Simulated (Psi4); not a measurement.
F3S (SMILES F[S](F)F), doublet, geometry from GFN2-xTB, atoms displaced at random by about 0.08 Å a coordinate; TPSS/def2-SVP, gradient run with Psi4 1.11.

The Psi4 input:
```
memory 2 GB

molecule {
0 2
F     1.52046660   -0.63070492    0.06722199
S     0.17396280    0.25835305    0.00301286
F    -1.27992471    1.04966904    0.03765152
F    -0.65959243   -1.07847005   -0.04475589
symmetry c1
no_reorient
no_com
}

set {
  basis def2-svp
  reference uks
}

gradient('tpss')
print_variables()
```

The log (banner, timings and long lists left out):

```
gradient() will perform analytic gradient computation.

   => Loading Basis Set <=

    Name: DEF2-SVP
    Role: ORBITAL
    Keyword: BASIS

         ---------------------------------------------------------
                                   SCF
               by Justin Turney, Rob Parrish, Andy Simmonett
                          and Daniel G. A. Smith
                              UKS Reference
         ---------------------------------------------------------

  ==> Geometry <==

    Molecular point group: c1
    Full point group: C1

    Geometry (in Angstrom), charge = 0, multiplicity = 2:

       Center              X                  Y                   Z               Mass
    ------------   -----------------  -----------------  -----------------  -----------------
         F            1.520466600000    -0.630704920000     0.067221990000    18.998403162730
         S            0.173962800000     0.258353050000     0.003012860000    31.972071174400
         F           -1.279924710000     1.049669040000     0.037651520000    18.998403162730
         F           -0.659592430000    -1.078470050000    -0.044755890000    18.998403162730

  Running in c1 symmetry.

  Rotational constants: A =      0.47075  B =      0.16623  C =      0.12298 [cm^-1]
  Rotational constants: A =  14112.72805  B =   4983.44646  C =   3686.82978 [MHz]
  Nuclear repulsion =  193.243919425249487

  Charge       = 0
  Multiplicity = 2
  Electrons    = 43
  Nalpha       = 22
  Nbeta        = 21

  ==> Algorithm <==

  SCF Algorithm Type is DF.
  DIIS enabled.
  MOM disabled.
  Fractional occupation disabled.
  Guess Type is SAD.
  Energy threshold   = 1.00e-08
  Density threshold  = 1.00e-08
  Integral threshold = 1.00e-12

  ==> Primary Basis <==

  Basis Set: DEF2-SVP
    Blend: DEF2-SVP
    Number of shells: 26
    Number of basis functions: 60
    Number of Cartesian functions: 64
    Spherical Harmonics?: true
    Max angular momentum: 2

  ==> DFT Potential <==

   => LibXC <=

    Version 7.1.2
    S. Lehtola, C. Steigemann, M. J. T. Oliveira, and M. A. L. Marques,  SoftwareX 7, 1–5 (2018) (10.1016/j.softx.2017.11.002)

   => Composite Functional: TPSS <=

    TPSS Meta-GGA XC Functional

    J. Tao, et al., Phys. Rev. Lett., 91, 146401, 2003

    Deriv               =              1
    GGA                 =           TRUE
    Meta                =           TRUE

    Exchange Hybrid     =          FALSE
    MP2 Hybrid          =          FALSE

   => Exchange Functionals <=

    1.0000   XC_MGGA_X_TPSS

   => Correlation Functionals <=

    1.0000   XC_MGGA_C_TPSS

   => LibXC Density Thresholds  <==

    XC_MGGA_C_TPSS:  1.00E-15
    XC_MGGA_X_TPSS:  1.00E-15

   => Molecular Quadrature <=

    Radial Scheme          =       TREUTLER
    Pruning Scheme         =           NONE
    Nuclear Scheme         =       TREUTLER

    Blocking Scheme        =         OCTREE
    BS radius alpha        =              1
    Pruning alpha          =              1
    Radial Points          =             75
    Spherical Points       =            302
    Total Points           =          86018
    Total Blocks           =            704
    Max Points             =            256
    Max Functions          =             59
    Weights Tolerance      =       1.00E-15

   => Loading Basis Set <=

    Name: (DEF2-SVP AUX)
    Role: JKFIT
    Keyword: DF_BASIS_SCF

  ==> Integral Setup <==

  SCF_SUBTYPE=INCORE selected. In-core MEM_DF algorithm will be used.
  Using in-core AOs.

  ==> MemDFJK: Density-Fitted J/K Matrices <==

    J tasked:                   Yes
    K tasked:                    No
    wK tasked:                   No
    Algorithm:                 Core
    Schwarz Cutoff:           1E-12
    Mask sparsity (%):       1.3333
    Fitting Condition:        1E-10

   => Auxiliary Basis Set <=

  Basis Set: (DEF2-SVP AUX)
    Blend: DEF2-UNIVERSAL-JKFIT
    Number of shells: 113
    Number of basis functions: 359
[...]
  @DF-UKS Final Energy:  -697.29510656057209
    Total Energy =                       -697.2951065605720942
[...]
 Magnitude           :                                                    0.2725149

 ------------------------------------------------------------------------------------

         ------------------------------------------------------------
                                   SCF GRAD
                          Rob Parrish, Justin Turney,
                       Andy Simmonett, and Alex Sokolov
         ------------------------------------------------------------

  ==> Geometry <==

    Molecular point group: c1
    Full point group: C1

    Geometry (in Angstrom), charge = 0, multiplicity = 2:

       Center              X                  Y                   Z               Mass
    ------------   -----------------  -----------------  -----------------  -----------------
         F            1.520466600000    -0.630704920000     0.067221990000    18.998403162730
         S            0.173962800000     0.258353050000     0.003012860000    31.972071174400
         F           -1.279924710000     1.049669040000     0.037651520000    18.998403162730
         F           -0.659592430000    -1.078470050000    -0.044755890000    18.998403162730

  Nuclear repulsion =  193.243919425249487

  ==> Basis Set <==

  Basis Set: DEF2-SVP
    Blend: DEF2-SVP
    Number of shells: 26
    Number of basis functions: 60
    Number of Cartesian functions: 64
    Spherical Harmonics?: true
    Max angular momentum: 2

  ==> DFJKGrad: Density-Fitted SCF Gradients <==

    Gradient:                    1
    J tasked:                  Yes
    K tasked:                   No
    wK tasked:                  No
    Integrals threads:           1
    Schwarz Cutoff:          1E-12
    Fitting Condition:       1E-10

   => Auxiliary Basis Set <=

  Basis Set: (DEF2-SVP AUX)
    Blend: DEF2-UNIVERSAL-JKFIT
    Number of shells: 113
    Number of basis functions: 359
    Number of Cartesian functions: 434
    Spherical Harmonics?: true
    Max angular momentum: 4

  ==> DFT Potential <==

   => LibXC <=

    Version 7.1.2
    S. Lehtola, C. Steigemann, M. J. T. Oliveira, and M. A. L. Marques,  SoftwareX 7, 1–5 (2018) (10.1016/j.softx.2017.11.002)

   => Composite Functional: TPSS <=

    TPSS Meta-GGA XC Functional

    J. Tao, et al., Phys. Rev. Lett., 91, 146401, 2003

    Deriv               =              1
    GGA                 =           TRUE
    Meta                =           TRUE

    Exchange Hybrid     =          FALSE
    MP2 Hybrid          =          FALSE

   => Exchange Functionals <=

    1.0000   XC_MGGA_X_TPSS

   => Correlation Functionals <=

    1.0000   XC_MGGA_C_TPSS

   => LibXC Density Thresholds  <==

    XC_MGGA_C_TPSS:  1.00E-15
    XC_MGGA_X_TPSS:  1.00E-15

   => Molecular Quadrature <=

    Radial Scheme          =       TREUTLER
    Pruning Scheme         =           NONE
    Nuclear Scheme         =       TREUTLER

    Blocking Scheme        =         OCTREE
    BS radius alpha        =              1
    Pruning alpha          =              1
    Radial Points          =             75
    Spherical Points       =            302
    Total Points           =          86018
    Total Blocks           =            704
    Max Points             =            256
    Max Functions          =             59
    Weights Tolerance      =       1.00E-15

  -Total Gradient:
     Atom            X                  Y                   Z
    ------   -----------------  -----------------  -----------------
       1       -0.038986029388     0.027391140497    -0.002393749696
       2       -0.001346547452    -0.044349661768     0.002157023697
       3        0.024259342614    -0.015374579995    -0.001167290478
       4        0.016251245525     0.032561457825     0.001051951099

  Variable Map:
  ----------------------------------------------------------------------------
[...]
  Array Variable Map:
  ----------------------------------------------------------------------------
[...]
[...]
```
